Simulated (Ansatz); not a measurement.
Geometry optimisation, RKS PBE0/def2-SVP (Ansatz).

Input:

```yaml
crystal:
  periodic: [false, false, false]
  atoms:
    - { symbol: B, position_ang: [0.000446, 0.266916, -0.039733] }
    - { symbol: F, position_ang: [0.0046, 0.404017, 1.274576] }
    - { symbol: F, position_ang: [1.132439, 0.300282, -0.694233] }
    - { symbol: F, position_ang: [-1.137713, 0.163817, -0.675132] }
    - { symbol: Br, position_ang: [0.06607, -2.800448, 1.004086] }
    - { symbol: H, position_ang: [0.078857, -1.617784, 1.922737] }
basis:
  gaussian: { orbitals: def2-SVP }
hamiltonian:
  xc: pbe0
relax:
  f_tol: 0.03
  max_steps: 50
output:
  orbitals: {}
```

Command:

```bash
$ ansatz run input.yaml --threads 2 --pin off --max-ram 3072MiB --backend cpu --events-out ev --progress --plain --runs-dir out
```

**Question.** Where does it end, and by what steps?

**Answer.** The forces met the threshold. After 14 steps the energy has fallen by 0.094 eV; H6 moved furthest, 0.50 Å.

```
step  energy less start (eV)  largest force component (eV/Å)  accepted
   0                  0.0000                           1.361       yes
   1                 -0.0812                           0.208       yes
   2                 -0.0551                           0.925        no
   3                 -0.0837                           0.183       yes
   4                 -0.0866                           0.192       yes
   5                 -0.0870                           0.185       yes
   6                 -0.0669                           0.904        no
   7                 -0.0878                           0.167       yes
   8                 -0.0896                           0.258       yes
   9                 -0.0927                           0.079       yes
  10                 -0.0899                           0.283        no
  11                 -0.0934                           0.110       yes
  12                 -0.0938                           0.069       yes
  13                 -0.0943                           0.031       yes
  14                 -0.0944                           0.023       yes
```

```xyz
6
Properties=species:S:1:pos:R:3
B -0.006 0.346 -0.092
F -0.006 0.623 1.193
F 1.129 0.286 -0.745
F -1.143 0.205 -0.729
Br 0.092 -2.713 0.957
H 0.077 -2.032 2.208
```

Time of the run: 34 s on 2 threads of Arm Neoverse V1, on a shared host, peak memory 0.2 GiB.
